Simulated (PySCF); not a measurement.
**Spin–spin couplings to the heavy atom in W(OH)F5 ([OH][W]([F])([F])([F])([F])[F], F5HOW)**

Cartesian coordinates in Å; atom numbers follow the order of the lines, from 1:
```xyz
8

W     0.0387   -0.0091   -0.3192
O    -0.0799   -0.0289    1.5001
H    -0.1506   -0.0285    2.4575
F     0.1604    0.0194   -2.1629
F     1.8882   -0.0012   -0.2726
F    -1.8013   -0.0207   -0.5156
F     0.0301    1.8404   -0.3610
F     0.0526   -1.8572   -0.4100
```

Level of theory for the indirect couplings: PBE0/pcJ-1 (dyall-v2z on W), isolated molecule, Gaussian nuclear model, PBE0-D3(BJ)/def2-SVP geometry (PySCF integrals, density fitting).

Non-relativistic values:
```csv
coupling,atoms,J (Hz)
"1J(183W,17O)",W1 – O2,-76.5
"1J(183W,19F)",W1 – F4,23.6
"1J(183W,19F)",W1 – F5/F6/F7/F8,17.1
"2J(183W,1H)",W1 – H3,34.7
```

What do two-component X2C with spin–orbit coupling give?

## Answers


| coupling | atoms | with spin–orbit (Hz) |
| --- | --- | --- |
| 1J(183W,17O) | W1 – O2 | -120.1 |
| 1J(183W,19F) | W1 – F4 | -20.5 |
| 1J(183W,19F) | W1 – F5/F6/F7/F8 | -44.7 |
| 2J(183W,1H) | W1 – H3 | 60.0 |

The largest listed coupling, 1J(183W,17O), ends at 1.57 times its non-relativistic value. Equivalent partners are averaged, as under fast rotation.
